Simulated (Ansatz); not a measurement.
Basis-set extrapolation for `[SiH3][SiH]1O[SiH2][SiH2]1` (PBE0-D4/def2-TZVP geometry, frozen core, Ansatz). Multiplicity 1, RHF reference.

|  | def2-TZVPP | def2-QZVPP |
| --- | --- | --- |
| HF | -1235.387518 | -1235.427046 |
| MP2 correlation | -0.720871 | -0.776769 |
| CCSD(T) correlation | -0.824077 | not run |

Energies in hartree. Use E(X) = E(∞) + A·exp(−7.88·√X) for Hartree–Fock and E(X) = E(∞) + B·X^(−2.97) for correlation, with X = 3 and 4, and add CCSD(T) minus MP2 of the smaller set to the MP2 limit.

What is the CCSD(T) energy at the basis-set limit?

HF limit: -1235.427046 + (-0.039528) × 0.13774 = -1235.43249. MP2 limit: -0.776769 + (-0.055898) × 0.74074 = -0.81817. Higher-order term: -0.824077 − (-0.720871) = -0.10321. Total: -1236.35387 hartree, 373.5 kJ/mol below CCSD(T)/def2-TZVPP.
